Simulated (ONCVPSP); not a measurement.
**PBEsol ONCV dataset for Zn, scalar-relativistic all-electron reference.**

zinc (Zn), optimised norm-conserving Vanderbilt (ONCV), made with ONCVPSP 4.0.1 (PBEsol, scalar-relativistic). Core [Ne], reference 3s2 3p6 3d10 4s2. Waves: 3s+4s: rc 1.00 bohr, ncon 4, nbas 7, qcut 15.7 1/bohr, 2 projectors; 3p: rc 1.05 bohr, ncon 3, nbas 7, qcut 14 1/bohr, 2 projectors, debl 3.1 Ha; 3d: rc 1.00 bohr, ncon 3, nbas 8, qcut 12.3 1/bohr, 2 projectors, debl 3.7 Ha. Local part: polynomial inside 1.00 bohr (lpopt 5, dvloc0 0 Ha). Core correction: Teter function, fcfact 1.75, rcfact 1.6.

- Cutoffs needed: 76 Ha and 242 Ha (the cutoffs (Ha) at which the residual kinetic energy of the hardest occupied pseudo-wave falls to 1 and 0.1 mHa per electron)
- Ghost test: no bound ghost flagged; no localised positive-energy state flagged
- Largest excitation error: -16 meV (all-electron minus pseudo) for 3s2 3p6 3d9 4s0, out of 4 test configurations
- rms error of d²Exc/dni dnj: 1.84 mHa without and 1.09 mHa with the model core
